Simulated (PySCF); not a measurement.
Br₃Re, SMILES [Br][Re]([Br])[Br] (connectivity only; charge and spin as stated), neutral, multiplicity 5.

Coordinates come from a r2SCAN-D4/def2-SVP optimisation. The geometry has at least one imaginary mode, so it is a saddle point at that level. The multiplicity is an assumed one; other spin states were not compared. The def2 effective core potentials stand for the cores of Re; spin–orbit coupling is left out.

All values below come from B3LYP/def2-TZVP run with PySCF.

Gas-phase values at a fixed geometry.

Computed frontier levels, dipole moment and polarisability:
```yaml
"α spin, highest occupied and lowest empty level": -6.53 and -4.10 eV
"β spin, highest occupied and lowest empty level": -8.31 and -4.10 eV
dipole_moment: 0.39 D
quadrupole, principal values (traceless, Buckingham form, about the centre of nuclear charge): -5.95, 2.04, 3.91 D·Å
mean_static_polarisability: 106.5 bohr³ (15.78 Å³)
polarisability_principal_values: 66.2, 107.8, 145.4 bohr³
"⟨S²⟩": 6.021 (pure state 6.00)
```
